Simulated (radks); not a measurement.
As V, 29 electrons, occupied as [Ar] 3d10 4s1. Method: scalar-relativistic Kohn-Sham, LDA (Slater exchange, Perdew-Wang correlation), spin-unpolarised, spherical densities, finite nucleus; Fermi nuclear charge, rms radius 4.0968 fm; computed with a radial shooting solver on a logarithmic mesh with Libxc functionals.

Normalised radial functions P(r) = r R(r), r in bohr:

```
   r/bohr * 2p, o 3p (the largest magnitude, 2.28, reaches the edge; | marks zero, & curves that meet)
 0.002327                             &
 0.003079                             &
 0.004074                             &
  0.00539                             &
  0.00719                             o*
 0.009513                             o*
  0.01259                             |o*
  0.01665                             |o *
  0.02204                             | o *
  0.02939                             |  o   *
  0.03889                             |   o     *
  0.05145                             |    o        *
  0.06808                             |      o           *
  0.09007                             |       o               *
   0.1201                             |        o                 *
    0.159                             |     o                    *
   0.2103                             |o                     *
   0.2783                       o     |              *
   0.3712                o            |       *
   0.4911             o               |  *
   0.6498              o              |*
   0.8597                   o         *
    1.138                        o    *
    1.517                           o *
    2.007                             &
    2.656                             &
    3.514                             &
     4.65                             &
    6.202                             &
    8.206                             &
    10.86                             &
```

2p: eigenvalue -1353.8 eV, 0 radial nodes, <r> = 0.177 bohr, 90 % of the charge inside 0.290 bohr. 3p: eigenvalue -183.80 eV, 1 radial node at r = 0.222 bohr, <r> = 0.617 bohr, 90 % of the charge inside 0.946 bohr.
